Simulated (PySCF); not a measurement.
# Nuclear quadrupole coupling in `C=CS[Si@H](C[SiH3])C(F)(F)F`

Species: C₄H₉F₃SSi₂.
Geometry (GFN2-xTB, Å), atoms numbered from 1 in this order:
```
atom  x, y, z in Å
C1     3.0305   -1.5851   -1.0947
C2     2.2021   -0.9833   -0.2614
S3     1.5631    0.6375   -0.5638
Si4    0.1754    0.7810    1.0592
C5    -1.1595   -0.5552    1.0564
Si6   -2.1075   -0.8238   -0.5995
C7    -0.7218    2.4793    0.8074
F8    -1.7903    2.5730    1.6303
F9     0.0592    3.5346    1.0981
F10   -1.1967    2.6852   -0.4338
H11    3.3500   -1.1124   -2.0064
H12    3.4145   -2.5684   -0.8862
H13    1.8731   -1.4343    0.6601
H14    0.9012    0.9472    2.3215
H15   -1.8888   -0.3201    1.8320
H16   -0.7077   -1.5042    1.3453
H17   -1.1420   -1.2196   -1.6258
H18   -2.8165    0.3982   -0.9608
H19   -3.0482   -1.9204   -0.3551
```

Field gradients from the PBE0/pcSseg-1 density (PySCF, non-relativistic), principal values in atomic units, ordered |Vxx| ≤ |Vyy| ≤ |Vzz|:

```json
{"atom": "S3", "Vxx": "0.0587", "Vyy": "1.9511", "Vzz": "-2.0098"}
```

Task: Find the asymmetry η = (Vxx − Vyy)/Vzz and the couplings χ = eQV/h (234.96 MHz × Q in barn × V in au), with Q(33S) = −0.0678 b.

Result: 
| atom | environment | nucleus | η | χzz (MHz) | χxx (MHz) | χyy (MHz) |
| --- | --- | --- | --- | --- | --- | --- |
| S3 | sulfur bonded to C and Si | 33S | 0.94 | 32.02 | -0.94 | -31.08 |

At S3 η is above 0.9: Vyy and Vzz are nearly equal in size and opposite in sign, so a small change could swap them and flip the sign of χzz. The tensor is traceless: Vxx + Vyy + Vzz = 0.

Task: What is Vzz at S3 in SI units (1 au = 9.71736 × 10²¹ V/m²)?

Result: -2.0098 au = -19.530 × 10²¹ V/m².

Task: What couplings would deuterons (Q(2H) = 0.00286 b) have in place of the hydrogens, at this geometry?

Result: 
```json
{"atom": "H11", "bonded to": "C1", "bond length (Å)": "1.075", "Vzz (au)": "0.3372", "η": "0.07", "χzz (kHz)": "227"}
{"atom": "H12", "bonded to": "C1", "bond length (Å)": "1.076", "Vzz (au)": "0.3392", "η": "0.06", "χzz (kHz)": "228"}
{"atom": "H13", "bonded to": "C2", "bond length (Å)": "1.077", "Vzz (au)": "0.3321", "η": "0.10", "χzz (kHz)": "223"}
{"atom": "H14", "bonded to": "Si4", "bond length (Å)": "1.465", "Vzz (au)": "0.1578", "η": "0.03", "χzz (kHz)": "106"}
{"atom": "H15", "bonded to": "C5", "bond length (Å)": "1.090", "Vzz (au)": "0.3175", "η": "0.01", "χzz (kHz)": "213"}
{"atom": "H16", "bonded to": "C5", "bond length (Å)": "1.090", "Vzz (au)": "0.3205", "η": "0.02", "χzz (kHz)": "215"}
{"atom": "H17", "bonded to": "Si6", "bond length (Å)": "1.464", "Vzz (au)": "0.1615", "η": "0.02", "χzz (kHz)": "109"}
{"atom": "H18", "bonded to": "Si6", "bond length (Å)": "1.458", "Vzz (au)": "0.1645", "η": "0.02", "χzz (kHz)": "111"}
{"atom": "H19", "bonded to": "Si6", "bond length (Å)": "1.465", "Vzz (au)": "0.1611", "η": "0.01", "χzz (kHz)": "108"}
```

The structure is a single GFN2-xTB conformer in the gas phase; no vibrational or solvent corrections. GFN2-xTB bond lengths can be off by several hundredths of an ångström, more for odd bonds, and the gradients follow them. The basis is small and wasn't made for field gradients, so the couplings can be 20 % off.

These values come from a run that also computed NMR shieldings. Hardware: an Intel Xeon at 2.50 GHz with one thread (shared host). Cost: 2.3 min wall, 1.1 GiB resident at most.
